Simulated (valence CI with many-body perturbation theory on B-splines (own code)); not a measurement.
## Nd¹¹⁺: what each term of the Hamiltonian does

Calculated by configuration interaction combined with many-body perturbation theory (CI+MBPT): three valence electrons over a frozen Dirac-Fock core [Kr] 4d10, radial functions for each j: 8 s, 8 p, 9 d, 9 f, 6 g, 3 h, 2 i, with the one-electron correlation potential Σ1, the two-electron term Σ2, the three-electron term Σ3, Breit, model QED; selected CI, second order for the rest (own B-spline code, finite nucleus).

No measured spectrum was set against this ion. As an estimate, terms of the open shell hold to a few per cent of their energy, and close levels can change places; configurations with another count of f electrons can be misplaced by thousands of cm⁻¹. Core correlation moves these levels by up to 48000 cm⁻¹, and in measured spectra 5 to 20 % of such shifts remained as error; rates that hang on mixing are uncertain with them.

Each rung adds one term. CI alone is the Dirac-Coulomb CI over the frozen core; QED comes last and gives the full result, which names the levels. Energies are above 4f 5s2 2F°_5/2 on the same rung, in cm⁻¹. A blank means that the level has no clear partner on that rung.

Names give the largest LS component (configuration and term), which can be under half, so a name can repeat, a term be missing and a line seem to break the LS rules; names also repeat where a configuration has a term twice.

| Level | CI alone | + Σ1 | + Σ2 | + Σ3 | + Breit | Full |
| --- | --- | --- | --- | --- | --- | --- |
| 4f 5s2 2F°_7/2 | 4007 | 4382 | 4513 | 4505 | 4181 | 4203 |
| 5s2 5p 2P°_1/2 | 29945 | 37776 | 50941 | 50998 | 52902 | 53094 |
| 5s2 5p 2P°_3/2 | 74445 | 83348 | 96802 | 96866 | 98207 | 98470 |
| 4f2 5s 4H_7/2 |  | 141102 | 125311 | 125615 | 124268 | 123383 |
| 4f2 5s 4H_9/2 | 148610 | 142713 | 127039 | 127342 | 125863 | 124985 |
| 4f2 5s 4H_11/2 | 150641 | 144968 | 129433 | 129733 | 128040 | 127175 |
| 4f2 5s 4H_13/2 | 152988 | 147569 | 132190 | 132488 | 130543 | 129693 |
| 4f2 5s 4F_3/2 |  |  | 132663 | 132978 | 131658 | 130780 |
| 4f2 5s 4F_5/2 |  | 149751 | 133759 | 134073 | 132661 | 131788 |
| 4f2 5s 4F_7/2 | 157370 |  | 135219 | 135531 | 133976 | 133111 |
| 4f2 5s 4F_9/2 |  | 150816 | 136086 | 136401 | 134796 | 133928 |
| 4f2 5s 2H_9/2 |  | 153150 | 138196 | 138519 | 136953 | 136065 |
| 4f2 5s 2G_7/2 |  |  | 141133 | 141465 | 139868 | 138998 |
| 4f2 5s 2H_11/2 | 162950 | 157464 | 142774 | 143097 | 141204 | 140332 |
| 4f2 5s 2G_9/2 | 162919 |  | 142978 | 143293 | 141499 | 140642 |
| 4f2 5s 2F_5/2 | 166564 | 159607 | 144893 | 145228 | 143795 | 142904 |
| 4f2 5s 2F_7/2 | 169213 | 163781 | 148785 | 149112 | 147307 | 146438 |
| 4f 5s 5p 4G_5/2 | 142768 | 143825 | 149881 | 149685 | 150117 | 149356 |
| 4f2 5s 2D_5/2 | 176637 | 171366 | 154295 | 154621 | 153153 | 152284 |

(1) How does the ionisation energy move along the ladder, and which term matters most?

Answers

(1) CI alone 188.76, + Σ1 191.66, + Σ2 192.68, + Σ3 192.67, + Breit 192.75, + QED 192.79 eV. The largest step is Σ1, 2.90 eV. NIST lists 195 ± 10 eV (theoretical).
